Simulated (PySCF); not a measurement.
SMILES N[SiH2][SiH2][SiH2]Cl (H₈ClNSi₃), PBE0/def2-SVP optimised geometry.

```
13

Si    -0.43     1.11     0.00
Cl    -1.06     3.10     0.00
Si    -1.27    -0.01    -1.88
Si    -0.20    -2.10    -1.79
N      0.02    -2.41    -0.09
H     -0.92     0.49     1.26
H      1.06     1.11     0.00
H     -0.95     0.75    -3.13
H     -2.76    -0.12    -1.76
H     -0.94    -3.15    -2.57
H      1.16    -1.98    -2.39
H     -0.80    -2.47     0.51
H      0.71    -3.10     0.19
```

Density from PBE0/def2-TZVP (PySCF) at that geometry.

Minimum of the electron density along straight lines between bonded atoms, close to the bond critical point (lines longer than 1.1 times the sum of covalent radii, or with two minima, are not listed):

```tsv
bond	length / Å	ρ at the minimum / e bohr⁻³	∇²ρ there / e bohr⁻⁵	position (fraction from the first atom)
Si1–Cl2	2.086	0.093	0.20	0.36
Si1–Si3	2.345	0.094	-0.17	0.55
Si3–Si4	2.350	0.093	-0.16	0.51
Si4–N5	1.745	0.127	0.51	0.40
Si1–H6	1.492	0.121	0.14	0.49
Si1–H7	1.491	0.121	0.14	0.49
Si3–H8	1.496	0.117	0.16	0.49
Si3–H9	1.498	0.116	0.16	0.49
Si4–H10	1.503	0.118	0.13	0.49
Si4–H11	1.495	0.119	0.15	0.49
N5–H12	1.015	0.331	-1.60	0.74
N5–H13	1.016	0.330	-1.60	0.74
```
